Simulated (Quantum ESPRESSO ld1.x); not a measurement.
Q: Se III, 32 electrons, occupied as [Ar] 3d10 4s2 4p1.75 4f0.25 (fractional occupations, a model configuration). Calculated with ld1.x of Quantum ESPRESSO 7.5: Dirac Kohn-Sham, BLYP, spin-unpolarised, spherical densities, point nucleus; open shells fill j = l - 1/2 first. Some entries of the table are withheld. Estimate them.

orbital,occ.,eigenvalue (hartree),<r> (bohr),<r^2> (bohr^2)
1s1/2,2,-460.437,0.04408,0.002616
2s1/2,2,-59.9588,0.1957,0.04522
2p1/2,2,-53.8944,0.1685,0.03485
2p3/2,4,-52.3583,0.1723,0.03631
3s1/2,2,(1),0.5739,0.3794
3p1/2,2,-6.66334,0.5822,0.3980
3p3/2,4,-6.44693,0.5928,0.4124
3d3/2,4,(2),(3),0.4892
3d5/2,6,(4),(5),0.4958
4s1/2,2,-1.43824,1.679,3.203
4p1/2,1.75,-0.99820,1.949,4.356
4p3/2,0,-0.97855,1.980,4.491
4f5/2,0.25,-0.18645,(6),46.77
4f7/2,0,-0.18644,(7),46.77

A: 
(1) 3s1/2 eigenvalue (hartree): -8.73679
(2) 3d3/2 eigenvalue (hartree): -2.87055
(3) 3d3/2 <r> (bohr): 0.6259
(4) 3d5/2 eigenvalue (hartree): -2.83751
(5) 3d5/2 <r> (bohr): 0.6302
(6) 4f5/2 <r> (bohr): 6.429
(7) 4f7/2 <r> (bohr): 6.430
